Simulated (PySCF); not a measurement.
C5H4F2.
Cartesian coordinates in Å at the PBE0-D3(BJ)/def2-SVP level; atoms count from 1:
```
atom  x, y, z in Å
C1     2.3549    0.7654   -0.7278
C2     1.5004   -0.0459   -0.4424
C3     0.5084   -1.0153   -0.1082
F4     0.9607   -2.2698   -0.0951
C5    -0.7787   -0.7662    0.1639
C6    -1.3935    0.5873    0.1478
F7    -1.9987    0.8550    1.3524
H8     3.1145    1.4844   -0.9764
H9    -1.4186   -1.6204    0.4036
H10   -0.6374    1.3624   -0.0573
H11   -2.1678    0.6414   -0.6387
```

Method used: PBE0-D3(BJ)/def2-SVP geometry optimisation, gas phase (PySCF).

Take the most abundant isotopes and a rigid rotor. The values belong to one conformer with, in the numbering `[CH:1]#[C:2]/[C:3]([F:4])=[CH:5]\[CH2:6][F:7]`, C3–C5–C6–F7 -125°.

(1) Give the principal moments of inertia and the rotational constants in cm⁻¹.

(2) Classify the top.

(3) Is it planar, by Δ = Ic − Ia − Ib?

(4) Where do the levels up to J = 2 lie, in MHz?

(5) Which types of transition are allowed, and where do some lines up to J = 4 fall?

(6) Estimate the classical rotational partition function at 25 K, 100 K and 298.15 K.

Results:

(1) Ia = 127.24, Ib = 304.90, Ic = 412.51 u·Å²; 505379 MHz·u·Å²/I gives 3972, 1658 and 1225 MHz, that is A = 0.13248, B = 0.05529, C = 0.04087 cm⁻¹.

(2) An asymmetric top: κ = (2 × 1658 − 3972 − 1225)/(3972 − 1225) ≈ -0.69.

(3) Not planar: Δ = Ic − Ia − Ib = -19.64 u·Å². For a rigid frame Δ = −2 Σ m c², so Σ m c² = 9.82 u·Å² lies off the ab plane: 2.52 from hydrogen and 7.30 from heavier atoms. The atom farthest from that plane is 1.50 Å away.

(4) Above 0(0,0):
J = 1: 1(0,1) 2883, 1(1,1) 5197, 1(1,0) 5629
J = 2: 2(0,2) 8593, 2(1,2) 10530, 2(1,1) 11827, 2(2,1) 18770, 2(2,0) 18825
The levels of one J sum to (2J + 1)J(J + 1)(A + B + C)/3.

(5) The dipole components are |μa| = 0.64 D, |μb| = 1.40 D, |μc| = 1.26 D. The squared components, which scale the intensities, stand as 0.21 : 1.00 : 0.81 (a : b : c). Some lines, for components of 0.1 D or more:

```
type  branch         J(Ka,Kc)    MHz  lower level (cm⁻¹)
   a       Q  4(2,2) ← 4(2,3)    774               1.298
   c       Q  3(1,3) ← 3(0,3)   1471               0.568
   a       R  1(0,1) ← 0(0,0)   2883               0.000
   b       Q  2(1,1) ← 2(0,2)   3234               0.287
   b       R  2(0,2) ← 1(1,1)   3396               0.173
   a       R  2(1,2) ← 1(1,1)   5333               0.173
   a       R  2(0,2) ← 1(0,1)   5710               0.096
   c       R  2(1,1) ← 1(0,1)   8944               0.096
   a       R  4(3,2) ← 3(3,1)  11629               1.338
   a       R  4(3,1) ← 3(3,0)  11655               1.338
   b       R  4(1,4) ← 3(0,3)  12038               0.568
   b       Q  4(3,1) ← 4(2,2)  12082               1.324
   c       Q  3(3,1) ← 3(2,1)  12415               0.924
   b       Q  3(3,0) ← 3(2,1)  12419               0.924
   c       R  3(1,2) ← 2(0,2)  12494               0.287
   b       Q  4(3,2) ← 4(2,3)  12826               1.298
   c       R  2(2,1) ← 1(1,1)  13573               0.173
   b       R  2(2,0) ← 1(1,1)  13628               0.173
   b       R  3(2,2) ← 2(1,1)  15591               0.395
   b       R  3(2,1) ← 2(1,2)  17158               0.351
   c       Q  4(4,1) ← 4(3,1)  17594               1.727
   b       Q  4(4,0) ← 4(3,1)  17595               1.727
   c       R  4(2,3) ← 3(1,3)  20408               0.617
   c       R  3(3,1) ← 2(2,1)  21332               0.626
   c       R  4(3,2) ← 3(2,2)  24313               0.915
```

(6) Point group C1, symmetry number σ = 1; q = (√π/σ)·√((kT/h)³/(ABC)), k/h = 20836.6 MHz/K: 7420 at 25 K, 59400 at 100 K, 306000 at 298.15 K.

Whether it is a minimum is left open (no frequencies). No vibrational averaging or centrifugal distortion is included, and the geometry carries the error of its method.

Hardware: one thread, Arm Neoverse V2 (aarch64), no GPU, on a shared host. Cost: 68 s, 0.51 GiB resident at most. That covers the optimisation of the geometry.
